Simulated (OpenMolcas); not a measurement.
An OpenMolcas run meant for F⁺ (ANO-RCC-VTZP, DKH3; inactive shells 1s 2s; intended active space 4 electrons in 3 orbitals (2p)). One step of its input:

```
&CASPT2
Multistate=3 1 2 3
Frozen=20 20
IPEA=0.25
Imaginary=0.1
MaxIter=60
WThr=0.0 0.3 0.05
PrWF=0.5
NoMix
```

Lines from the output:

```
|       MOLCAS_SOURCE = <dir>
  |    MOLCAS_STRUCTURE = 0
  |
   --------------------------------------------------------------------------------------
++ ---------   Input file   ---------
>>> COPY JOB001 $Project.JobIph
&CASPT2
Multistate=3 1 2 3
Frozen=20 20
IPEA=0.25
Imaginary=0.1
MaxIter=60
WThr=0.0 0.3 0.05
PrWF=0.5
NoMix
-- ----------------------------------
>>> COPY JOB001 a.JobIph
*** symbolic link created: INPORB -> a.RasOrb
--- Start Module: caspt2 at  ---
()()()()()()()()()()()()()()()()()()()()()()()()()()()()()()()()()()()()()()()()()()()()()()()()()()
                                              &CASPT2
                                   only a single process is used
                       available to each process: 2.3 GB of memory, 1 thread
()()()()()()()()()()()()()()()()()()()()()()()()()()()()()()()()()()()()()()()()()()()()()()()()()()
 ###    WARNING: User changed nr of frozen orbitals.                         ###
 ###    ERROR: Too many frozen orbitals!                                     ###
--- Stop Module: caspt2 at  /rc=_RC_INPUT_ERROR_ ---
.####################.
.# User input error #.
.####################.
```

**Question.** What is wrong with the input?

**Answer.** More orbitals are frozen than there are inactive ones.
